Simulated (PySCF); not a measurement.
HGa (SMILES [GaH]), singlet, geometry from GFN2-xTB (such geometries of metal compounds can be far from the true shape). Base run: BLYP/6-311G** in PySCF.

Input for PySCF:
```python
from pyscf import gto, scf, dft

mol = gto.M(
    atom='''
Ga   -0.00000000   -0.00000000   -0.05952365
H     0.00000000    0.00000000    1.84523317
''',
    basis='6-311g**',
    verbose=5,
)

mf = dft.RKS(mol)
mf.xc = 'blyp'
mf.kernel()
```

Variants of this job, named by their change:

| change | ΔE vs base (mEh) | grid points | electrons on the grid |
|---|---|---|---|
| base | 0.000 | 30712 | 32.00000 |
| grids.atom_grid = (99, 590) | 0.000 | 62112 | 32.00000 |
| grids.prune = dft.gen_grid.treutler_prune | 0.000 | 28928 | 32.00000 |
| grids.level = 1 | 0.019 | 9888 | 32.00001 |
| grids.radi_method = mura_knowles | 0.000 | 28336 | 32.00000 |
| grids.level = 0 | 10.978 | 3048 | 31.99910 |
| grids.prune = off | 0.000 | 54160 | 32.00000 |
| grids.atom_grid = (30, 110) | 11.060 | 4896 | 31.99899 |
| grids.level = 5 | 0.000 | 68816 | 32.00000 |
| grids.atom_grid = (50, 194) | -0.096 | 12912 | 32.00001 |
| grids.becke_scheme = stratmann | 0.000 | 30712 | 32.00000 |
